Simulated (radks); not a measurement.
Values are calculated unless marked as measured or tabulated.
Task: Ionisation of neutral platinum, [Xe] 4f14 5d9 6s1, to [Xe] 4f14 5d9 as the strength of local exchange is varied. Code: a radial shooting solver on a logarithmic mesh with Libxc functionals. Model: Dirac Kohn-Sham, Slater X-alpha exchange (alpha = 2/3 is LDA exchange), no correlation, spin-unpolarised, spherical densities, point nucleus; open shells fill j = l - 1/2 first.

alpha  E(Pt) (hartree)  exchange (hartree)  IE (eV)  -e of the level emptied (eV)  <r> of it (bohr)
0.569      -18378.7879           -288.1187    7.839                 4.384 (6s1/2)             3.041
0.655      -18422.3907           -332.5169    8.401                 4.883 (6s1/2)             2.975
0.667      -18428.4837           -338.7298    8.481                 4.954 (6s1/2)             2.966
1.011      -18604.0734           -518.6695   10.938                 7.215 (6s1/2)             2.728
1.018      -18607.6650           -522.3678   10.991                 7.264 (6s1/2)             2.723
x          -18581.5148           -495.4561   10.607                 6.905 (6s1/2)             2.756

Which alpha was used in the last row?

Result: alpha = 0.967. NIST Atomic Spectra Database: 8.959 eV (measured). The Delta-SCF value meets it near alpha = 0.73. Spin polarisation and multiplet splitting are left out, so open shells lie too high by an amount that depends on their filling.

Beside tabulated values, note that spin-unpolarised runs miss the spin-polarisation part of the exchange energy of open shells.
